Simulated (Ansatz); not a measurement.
Li3Te⁺ (the lowest singlet isomer of a short search). Charge 1, multiplicity 1. Geometry PBE0-D4/def2-TZVP, basis def2-TZVP, Ansatz.

```xyz
4

Li   -2.198   -0.101   -0.990
Li    1.093   -2.042    0.676
Li    0.860    2.118    0.769
Te    0.244    0.024   -0.454
```

| run | HOMO (eV) | LUMO (eV) |
| --- | --- | --- |
| A | -8.22 | -5.06 |
| B | -8.21 | -4.33 |
| C | -7.92 | -5.15 |
| D | -8.09 | -5.07 |
| E | -11.27 | -3.17 |
| F | -8.96 | -4.51 |

In the def2 sets Te takes a core potential; there is no spin–orbit coupling. LC-ωPBE has ω = 0.4 bohr⁻¹. The structure comes from a short search, and lower isomers may exist.

Question: The runs used BLYP, LC-ωPBE, LDA (SPW92), PBE, PBE0, r2SCAN. Estimate which is which.

Answer: A LDA (SPW92) (0 % exact exchange); B r2SCAN (0 % exact exchange); C BLYP (0 % exact exchange); D PBE (0 % exact exchange); E LC-ωPBE (range-separated); F PBE0 (25 % exact exchange). Exact exchange lowers occupied and raises empty levels; among semilocal functionals meta-GGAs tend to open the gap a little, and such runs are hard to tell apart. The gap grows from 2.77 eV (BLYP) to 8.10 eV (LC-ωPBE).
